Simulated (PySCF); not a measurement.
Substituent effects on chemical shifts

Parent skeleton `[CH3:1][C:2](=[O:3])[O:4][SiH3:5]`; one hydrogen on atom 5 is replaced by X. Hydrogens on one atom are averaged.

Computed data (PySCF 2.14): σ from GIAO-PBE0/pcSseg-1, geometry: PBE0-D3(BJ)/def2-SVP. No solvent, relativity neglected, averaged over atoms made equivalent by symmetry, fast rotation or ring inversion, a single conformation.

Referencing at the same level of theory: $^{13}$C and $^{29}$Si and $^{1}$H vs TMS; $^{17}$O vs H2O.

Parent (X = H): C1 22.2, C2 177.9, O3 471.2, O4 201.7, Si5 -34.2, H(C1) 2.07, H(Si5) 4.74 ppm. Effects are Δδ = δ(X) − δ(H), positive for deshielding.

**Question.** Give Δδ (ppm) for X = COOH, OSiH3, NHCH3, SCH3, OCH3, B(OH)2.

**Answer.** 
```
     X                SMILES    C1    C2     O3     O4    Si5  H(C1)  H(Si5)
  COOH   CC(=O)O[SiH2]C(=O)O  -0.1  +1.1   +3.6   +8.1   -7.6  +0.08   +0.31
 OSiH3  CC(=O)O[SiH2]O[SiH3]  +0.3  +0.2   +3.6  +30.9   +2.0  -0.03   +0.48
 NHCH3       CN[SiH2]OC(C)=O  +0.6  -0.7   +4.6  +35.8   +6.7  -0.12   +0.13
  SCH3       CS[SiH2]OC(C)=O  +0.0  -0.1   -1.4  +12.4  +33.0  +0.01   +0.67
  OCH3       CO[SiH2]OC(C)=O  +0.2  +0.2   +2.8  +22.4  +15.7  -0.04   +0.36
B(OH)2    CC(=O)O[SiH2]B(O)O  +1.8  +2.2  -49.0   -3.9  +15.6  +0.03   +0.24
```

**Question.** Which position responds most, and to which substituents?

**Answer.** O3: from -49.0 ppm with B(OH)2 to +4.6 ppm with NHCH3.

Unscaled 17O shifts of doubly bonded oxygen tend to come out too high, by tens of ppm or more. Experimental scales use liquid or dissolved standards, which lie at an offset from isolated H2O (liquid H2O: subtract about 36 ppm).
